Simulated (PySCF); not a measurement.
## Excited states of As²³⁺ (arsenic, charge +23)

Ground state [Ne], ¹S. All numbers are calculated (PySCF 2.14, scalar relativity by spin-free X2C-1e, in an uncontracted even-tempered set (19 s from 0.96 bohr⁻², ratio 2.5; 12 p from 1.25 bohr⁻², ratio 2.5; 7 d from 0.696 bohr⁻², ratio 2.7; 3 f from 56 bohr⁻², ratio 2.7)). Vertical excitation energies in eV without spin-orbit coupling; excited terms of each kind are numbered among those the solver found. Frozen: 1s2.

| term | leading excitation | EOM-EE-CCSD |
| --- | --- | --- |
| 1 3P° | 2p → s | 1346.9 |
| 1 1P° | 2p → s | 1351.3 |
| 1 3S | 2p → p | 1391.6 |
| 1 3D | 2p → p | 1399.4 |
| 1 1D | 2p → p | 1403.0 |
| 1 1P | 2p → p | 1403.6 |
| 1 3P | 2p → p | 1403.7 |
| 1 1S | 2p → p | 1432.1 |
| 2 3P° | 2p → d | 1460.7 |
| 1 3F° | 2p → d | 1464.5 |
| 1 1F° | 2p → d | 1468.7 |
| 1 1D° | 2p → d | 1470.0 |
| 2 3S | 2s → s | 1537.2 |
| 2 1S | 2s → s | 1545.9 |

The spin-orbit splitting of the hole, absent here, rivals or exceeds the spacing of these terms, so the LS terms are model states.

The solver can miss terms. The 22 highest virtual orbitals were dropped.
